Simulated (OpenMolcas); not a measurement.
Mo5+ among 4 point charges of -1.25 e arranged as a tetrahedron (Td), 1.84 Å from the ion.
```
   1.0623    1.0623    1.0623  -1.25
   1.0623   -1.0623   -1.0623  -1.25
  -1.0623    1.0623   -1.0623  -1.25
  -1.0623   -1.0623    1.0623  -1.25
```

- Program: OpenMolcas
- Method: SS-CASPT2, IPEA 0.25 Eh, imaginary shift 0.1 Eh (closed shells correlated: 4s 4p)
- Basis: ANO-RCC-VDZP [6s5p3d1f]
- Scalar Hamiltonian: DKH2, point nucleus
- Active space: 1 electron in 5 orbitals (4d)
- State averaging: 2S+1 = 2 even, 5 roots
- Spin-orbit coupling: state interaction with AMFI integrals over the reference wave functions

(1) What is the spin-free ground state (labels of Td)?

(2) Where is the first state of the same spin?

(3) What are the lowest two levels with spin-orbit coupling?

(4) What is χT at 300 K, and how does it compare with the textbook value?

(5) Which ligand-field parameters describe the states?

Results:

(1) 2E, 2-fold in its orbital part, 100 % from free-ion D terms; it has the highest spin that d1 allows.

(2) 2T2 at 3400 cm-1 above the ground state.

(3) A 4-fold level Γ8, then a 4-fold level Γ8 3810 cm-1 above it. Their leading multiplicities are 2 (100 %) and 2 (100 %).

(4) The lowest level has 2S+1 = 2, for which the spin-only value is χT = S(S+1) / 2 = 0.375 cm3 K/mol (g = 2). The computed 0.209 at 300 K differs by -0.166, through orbital momentum, spin-orbit coupling and any other state in reach.

(5) The gap between the two states is 10Dq = -3398 cm-1 (negative for this site). 

Roots that are degenerate in the reference are averaged as groups; the widest CASPT2 spread within a group is 120 cm-1 (the 3-fold group of multiplicity 2 near 3400 cm-1 above the lowest state of its run). Shifts and gaps below about the spread of the groups concerned are not significant. An orbital doublet at a regular site is open to a Jahn-Teller distortion, which this geometry leaves out. The ground term spreads over less than 5000 cm-1, several times less than with real ligands, so orbital moments are less quenched and χT lies further from the spin-only value than at real sites. Free-ion shares, where given, are those of the reference states; single-state CASPT2 does not remix them. Point charges carry no covalency, so the field is a model and not that of real ligands. No measured value stands beside these numbers.
